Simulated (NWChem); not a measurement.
Species: C₃H₉Si cation

```xyz
13

C      1.6115     0.8968    -0.0016
Si    -0.0001    -0.0001     0.0006
C     -0.0291    -1.8441     0.0004
C     -1.5824     0.9474     0.0015
H      2.4723     0.2228    -0.0318
H      1.6871     1.5303     0.8948
H      1.6610     1.5812    -0.8609
H      0.4964    -2.2267    -0.8871
H     -1.0435    -2.2527     0.0155
H      0.5248    -2.2288     0.8693
H     -2.1689     0.6952    -0.8946
H     -2.2001     0.6494     0.8612
H     -1.4289     2.0299     0.0303
```
Atoms are numbered in this order, from 1.

Geometry: optimised at B3LYP/6-31G* (spherical d).

Give the principal values of the shielding tensors (ppm) of C1, Si2 from PBE0/pcSseg-1, GIAO (NWChem), with their diamagnetic and paramagnetic parts as GIAO splits them.


```tsv
atom	σ11	σ22	σ33	isotropic	diamagnetic	paramagnetic
C1	137.6	179.6	189.8	169.0	257.3	-88.3
Si2	-224.7	-224.6	267.3	-60.7	880.8	-941.4
```
